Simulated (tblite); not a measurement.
A tight-binding relaxation on `[C@H]1([CH2][GeH2][C](=C)[C@@H]1F)CCl`.

Computed with GFN2-xTB geometry optimisation, gas phase (tblite 0.8.0). Start geometry: from a force field or distance geometry. The input is one job of a driver script: a line of settings, then coordinates in Å.

Command:
```bash
OMP_NUM_THREADS=1 python probes_run.py task.json out
```

Input:
```
{"job": {"kind": "relax", "xc": "GFN2-xTB", "basis": "xTB"}, "charge": 0, "multiplicity": 1}
C     -2.342500     1.628600     0.164300
C     -1.377000     0.738800     0.062000
Ge    -1.334000    -1.062500     0.836800
C      0.365100    -1.498100    -0.058700
C      0.907000    -0.090700     0.067200
C      2.311300     0.035000    -0.436200
Cl     3.306300    -1.049000     0.567200
C     -0.049700     0.846900    -0.618500
F     -0.117500     0.485400    -1.950600
H     -3.266300     1.408800     0.713700
H     -2.276200     2.608900    -0.298600
H     -2.503700    -1.931700     0.394500
H     -1.125400    -0.937700     2.363100
H      0.182100    -1.769900    -1.107100
H      0.926800    -2.232400     0.520900
H      0.891800     0.148500     1.156200
H      2.442800    -0.250800    -1.497100
H      2.719500     1.037900    -0.299000
H      0.329700     1.893200    -0.587500
```

Output:
```
step      E/eV     max force
  0    -791.89410    1.397
  1    -791.98171    0.694
  2    -792.04389    0.720
  3    -792.08245    0.544
  4    -792.10821    0.511
  5    -792.13277    0.340
  6    -792.15206    0.341
  7    -792.16860    0.281
  8    -792.17894    0.216
  9    -792.18635    0.186
... (98 lines left out)
108    -792.31544    0.023
109    -792.31553    0.023
110    -792.31562    0.022
111    -792.31570    0.024
112    -792.31575    0.020
113    -792.31579    0.015
114    -792.31582    0.014
115    -792.31585    0.013
116    -792.31587    0.012
117    -792.31589    0.009
```

«max force» is the largest atomic force in eV/Å.

From which step on does the largest force stay under 0.1 eV/Å, and how much energy is left to gain from there?

From step 78 (0.095 eV/Å), 7.4 meV above the end.

In short: energy lowered by 9.7 kcal/mol over 117 steps; largest atomic force 0.009 eV/Å at the end.

Where do the atoms end?

0.524 Å rms from the input after alignment:
```
atom  x, y, z in Å
C1    -2.1482    1.7481    0.4452
C2    -1.3951    0.7090    0.1361
Ge3   -1.5249   -1.1968    0.5628
C4     0.4330   -1.4184    0.3387
C5     0.9532    0.0094    0.1301
C6     2.2787    0.0384   -0.6159
Cl7    3.5466   -0.7951    0.3197
C8    -0.1141    0.7986   -0.6377
F9    -0.3320    0.1474   -1.8497
H10   -3.0598    1.6277    1.0074
H11   -1.8931    2.7560    0.1498
H12   -2.3461   -1.9648   -0.4274
H13   -2.0831   -1.4516    1.9342
H14    0.6426   -2.0160   -0.5490
H15    0.9374   -1.8931    1.1778
H16    1.0741    0.5045    1.0992
H17    2.1961   -0.4745   -1.5745
H18    2.6246    1.0613   -0.7717
H19    0.2004    1.8189   -0.8825
```

The run took 0.95 s wall on Arm Neoverse V2, one thread, shared host with 32 logical CPUs at a one-minute load of 28.
Labels such as C1 count atoms from 1, the log's own numbers from 0.
